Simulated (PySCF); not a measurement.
C8H12.
Bonds: C1–C2 (double), C2–C3, C3–C4, C4–C5, C5–C6 (double), C6–C7, C7–C8, C6–C8. Hydrogens: H9, H10 on C1; H11 on C2; H12, H13 on C3; H14, H15 on C4; H16 on C5; H17, H18 on C7; H19, H20 on C8.

The closed-shell SCF was solved with PySCF and density fitting under several settings on one GFN2-xTB geometry (grid level 2 and gas phase unless stated).

```
                                                                                         settings  basis functions  SCF cycles     E (Eh)  HOMO (eV)  LUMO (eV)  dipole (D)
                                                                                    PBE0/pcSseg-1              196          13  -311.5591      -7.00       0.32        0.40
                                                                                   PBE0/def2-SVPD              256          14  -311.3925      -7.00       0.23        0.45
                                                                                   wB97X/pcSseg-1              196          12  -311.8627      -9.33       2.51        0.39
                                                                                PBE0/ANO-RCC-VDZP              172          14  -311.6878      -6.84       0.36        0.43
                                                X3LYP/6-31G*, IEF-PCM acetone, start guess huckel              136          11  -311.8140      -6.51       0.72        0.52
X3LYP/def2-SVPD, energy threshold 1e-07 Eh, damping 0.2 at the start, DIIS from the seventh cycle              256          12  -311.6119      -6.82       0.09        0.45
```

Estimate the rows for these settings: (1) wB97X/STO-3G, IEF-PCM tetrahydrofuran, energy threshold 1e-11 Eh, level shift 0.1 Eh; (2) PBE0/cc-pVDZ, IEF-PCM chloroform; (3) PW91/pcSseg-1, IEF-PCM acetone, grid level 4, level shift 0.2 Eh.

```csv
settings,basis functions,SCF cycles,E (Eh),HOMO (eV),LUMO (eV),dipole (D)
"wB97X/STO-3G, IEF-PCM tetrahydrofuran, energy threshold 1e-11 Eh, level shift 0.1 Eh",52,11,-308.1764,-7.78,5.89,0.36
"PBE0/cc-pVDZ, IEF-PCM chloroform",172,12,-311.6184,-6.88,0.53,0.54
"PW91/pcSseg-1, IEF-PCM acetone, grid level 4, level shift 0.2 Eh",196,10,-311.8069,-5.95,-0.75,0.65
```

Over all rows, what range does the HOMO–LUMO gap span?

From 5.20 eV (PW91/pcSseg-1, IEF-PCM acetone, grid level 4, level shift 0.2 Eh) to 13.67 eV (wB97X/STO-3G, IEF-PCM tetrahydrofuran, energy threshold 1e-11 Eh, level shift 0.1 Eh). The functional of the narrowest has no exact exchange, that of the widest range-separated exact exchange.

Compare two rows with the functional PBE0: PBE0/ANO-RCC-VDZP and PBE0/pcSseg-1. Which energy is lower, and by how much?

PBE0/ANO-RCC-VDZP (172 functions) lies 0.1287 Eh or 81 kcal/mol below PBE0/pcSseg-1 (196 functions). The smaller set gives the lower energy; the two sets aren't nested, so the variational bound doesn't order them by size.

Cycle counts include a coarse-grid stage where the run had one. All basis functions are spherical, in the Pople sets too. ANO-RCC sets were contracted for a scalar-relativistic Hamiltonian, but ran non-relativistically here. The species at its GFN2-xTB geometry (one conformer only).

Shape of the structure used: `[CH2:1]=[CH:2][CH2:3][CH2:4][CH:5]=[C:6]1[CH2:7][CH2:8]1`: C1–C2–C3–C4 118°, C2–C3–C4–C5 -64°, C3–C4–C5–C6 -118°.
